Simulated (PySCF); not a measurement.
Job file and geometry (Å, from GFN2-xTB) of an NMR shielding run on SMILES CC(=S)C1=C[SiH2][C@H]2C[C@@H]1C2, C8H12SSi, GIAO PBE0/pcSseg-1 NMR shielding, non-relativistic, gas phase (PySCF); density fitting, a coarse starting grid and PySCF grid level 2 are the driver's defaults:

```
$ OMP_NUM_THREADS=1 python probes_run.py task.json out

{"job": {"kind": "nmr", "xc": "PBE0", "basis": "pcSseg-1"}, "charge": 0, "multiplicity": 1}
C      3.108576    -0.332362     0.681438
C      2.106851     0.327184    -0.212300
S      2.660744     1.316767    -1.399245
C      0.691227     0.078937    -0.012634
C      0.233513    -0.701464     0.989814
Si    -1.614714    -1.004030     1.182935
C     -2.202381     0.052687    -0.274711
C     -1.452861     1.392663    -0.204190
C     -0.293354     0.713519    -0.954576
C     -1.320153    -0.305284    -1.481648
H      4.113517    -0.054357     0.373716
H      2.961879    -0.022817     1.716572
H      3.012424    -1.417156     0.632828
H      0.929983    -1.156123     1.678239
H     -2.096443    -0.501066     2.472372
H     -1.918311    -2.425469     0.991139
H     -3.276384     0.099380    -0.448190
H     -1.921301     2.167436    -0.809702
H     -1.223028     1.797020     0.781306
H      0.222077     1.316114    -1.700847
H     -0.977849    -1.335908    -1.574868
H     -1.754423     0.013715    -2.428297
```

**Question.** What does the program print?

**Answer.** 
```
coarse grid: 19376 points
cycle   1  E = -998.8680122940  dE =  1.492e+00  |g| = 4.675e-01  |ddm| = 4.616e+00
cycle   2  E = -998.8200080579  dE =  4.800e-02  |g| = 6.546e-01  |ddm| = 1.230e+00
cycle   3  E = -998.9255250391  dE = -1.055e-01  |g| = 1.442e-01  |ddm| = 8.535e-01
cycle   4  E = -998.9302027810  dE = -4.678e-03  |g| = 5.999e-02  |ddm| = 2.660e-01
cycle   5  E = -998.9311585065  dE = -9.557e-04  |g| = 1.776e-02  |ddm| = 1.166e-01
cycle   6  E = -998.9312444553  dE = -8.595e-05  |g| = 4.282e-03  |ddm| = 2.890e-02
cycle   7  E = -998.9312481696  dE = -3.714e-06  |g| = 2.172e-03  |ddm| = 6.860e-03
final grid: 177800 points
cycle   8  E = -998.9963636589  dE = -5.653e-05  |g| = 1.215e-02  |ddm| = 6.013e-02
cycle   9  E = -998.9962820516  dE =  8.161e-05  |g| = 2.099e-02  |ddm| = 4.046e-02
cycle  10  E = -998.9963998664  dE = -1.178e-04  |g| = 3.248e-03  |ddm| = 3.090e-02
cycle  11  E = -998.9964026875  dE = -2.821e-06  |g| = 5.719e-04  |ddm| = 4.655e-03
cycle  12  E = -998.9964027556  dE = -6.810e-08  |g| = 2.065e-04  |ddm| = 7.789e-04
cycle  13  E = -998.9964027647  dE = -9.153e-09  |g| = 8.567e-05  |ddm| = 2.912e-04
cycle  14  E = -998.9964027667  dE = -1.939e-09  |g| = 2.960e-05  |ddm| = 1.392e-04
cycle  15  E = -998.9964027669  dE = -2.381e-10  |g| = 3.810e-06  |ddm| = 3.709e-05
converged SCF energy = -998.9964027669

GIAO shielding tensors (ppm)
atom      isotropic    diamagn.    paramagn.     s11        s22        s33       span
  0 C      148.559     246.931     -98.372    131.707    132.108    181.864     50.158
  1 C      -65.890     256.784    -322.674   -231.067   -103.919    137.316    368.383
  2 S     -611.598    1057.522   -1669.120  -2140.863   -319.142    625.211   2766.074
  3 C       11.634     256.658    -245.023   -106.642      0.370    141.175    247.817
  4 C       57.129     257.981    -200.852    -43.871     35.304    179.954    223.824
  5 Si     392.613     880.076    -487.463    363.789    384.835    429.216     65.428
  6 C      170.898     258.091     -87.193    150.250    179.070    183.374     33.123
  7 C      151.795     250.609     -98.813    134.593    155.272    165.520     30.928
  8 C      151.071     244.415     -93.343    141.653    148.331    163.230     21.577
  9 C      151.517     250.514     -98.997    134.608    154.670    165.273     30.664
 10 H       28.223      28.113       0.109     23.558     29.000     32.110      8.551
 11 H       28.509      28.690      -0.180     24.360     28.915     32.253      7.893
 12 H       28.556      28.847      -0.291     24.394     29.008     32.265      7.871
 13 H       24.634      33.427      -8.793     22.980     23.288     27.635      4.655
 14 H       27.045      28.576      -1.531     23.850     24.661     32.625      8.774
 15 H       27.047      28.592      -1.545     23.902     24.649     32.592      8.691
 16 H       29.882      31.526      -1.644     25.097     27.307     37.244     12.147
 17 H       29.040      31.959      -2.919     25.861     26.764     34.495      8.634
 18 H       30.259      31.385      -1.126     26.602     28.263     35.912      9.310
 19 H       26.903      32.628      -5.724     19.228     25.158     36.324     17.097
 20 H       30.248      31.409      -1.161     26.614     28.270     35.859      9.245
 21 H       29.037      31.955      -2.918     25.865     26.748     34.497      8.632
```

**Question.** Turn these shieldings into chemical shifts. δ = σ(ref) − σ, references computed at the same level: $^{13}$C (σ = 186.93 ppm), $^{29}$Si (σ = 349.16 ppm), $^{1}$H (σ = 31.72 ppm) against TMS; CS2 for $^{33}$S (σ = 503.73 ppm).

**Answer.** Averaging equivalent atoms: C 1: 252.8; C 3: 175.3; C 4: 129.8; C 0: 38.4; C 8: 35.9; C 7/9: 35.3; C 6: 16.0; S 2: 1115; Si 5: -43.5; H 13: 7.08; H 19: 4.81; H 14/15: 4.67; H 10/11/12: 3.29; H 17/21: 2.68; H 16: 1.83; H 18/20: 1.46 ppm. 

Size and cost of the density-fitted run: 244 basis functions, 2.4 min wall time on 1 thread of an Arm Neoverse N1, shared host; peak memory 1.2 GiB.
